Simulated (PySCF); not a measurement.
From one molecule to another.

First species: C7H15OP.
SMILES: `C=CC[P@](C)(=O)CCC`

Second species: 1,4-hexadiyne, C6H6.
Bonds: C1–C2 (triple), C2–C3, C3–C4, C4–C5 (triple), C5–C6. Hydrogens: H7 on C1; H8, H9 on C3; H10, H11, H12 on C6.

Levels: PBE0/pcSseg-1 for dipole moment, HOMO energy, LUMO energy and HOMO–LUMO gap; GFN2-xTB for rotational constant A and rotational constant C. Geometries: GFN2-xTB. All species are isolated and taken at one optimised geometry, non-relativistic unless stated; the electronic structure was computed with PySCF and density fitting.

The conformers computed, where there is a choice (atom-mapped SMILES and torsion angles):
- `[CH2:1]=[CH:2][CH2:3][P@:4]([CH3:5])(=[O:6])[CH2:7][CH2:8][CH3:9]`: C1–C2–C3–P4 -118°, C2–C3–P4–C5 63°, C3–P4–C7–C8 74°, P4–C7–C8–C9 172°

(1) Which has the higher rotational constant A?

(2) Which of the two has the higher LUMO energy, and by how much?

(3) Which of the two has the higher HOMO energy, and by how much?

(4) Which of the two has the higher HOMO–LUMO gap, and by how much?

(5) Which of the two has the higher rotational constant C, and by how much?

(6) Which of the two has the higher dipole moment, and by how much?

Results:

(1) The second: 11.466 GHz against 2.422 GHz, a difference of 9.044 GHz.

(2) The second: 0.95 eV against 0.09 eV, a difference of 0.86 eV.

(3) The first: -7.20 eV against -7.35 eV, a difference of 0.15 eV.

(4) The second: 8.30 eV against 7.29 eV, a difference of 1.01 eV.

(5) The second: 1.422 GHz against 0.665 GHz, a difference of 0.757 GHz.

(6) The first: 3.74 D against 0.81 D, a difference of 2.93 D.

On the first: The dipole matches unit charges of opposite sign 0.78 Å apart (1 e·Å = 4.8032 D).

On the second: The dipole equals about 2.7 × 10⁻³⁰ C·m (1 D = 3.33564 × 10⁻³⁰ C·m).
